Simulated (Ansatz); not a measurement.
Input file for Ansatz (a program for electronic structure): U-B3LYP-D3(BJ)/def2-TZVP on OH (SMILES [OH]).

Ansatz 0.2 input:
```yaml
crystal:
  periodic: [false, false, false]
  atoms:
    - {symbol: O, position_ang: [0.00000000, 0.00000000, 0.48950000]}
    - {symbol: H, position_ang: [0.00000000, 0.00000000, -0.48950000]}
basis:
  gaussian:
    orbitals: def2-TZVP
hamiltonian:
  xc: b3lyp
  dispersion: d3bj
magnetization: {spin_polarized: true, initial_magnetization: 1}
relax: {f_tol: 0.004, max_steps: 120}
```

Give the final energy of this run.

-75.7684 hartree.
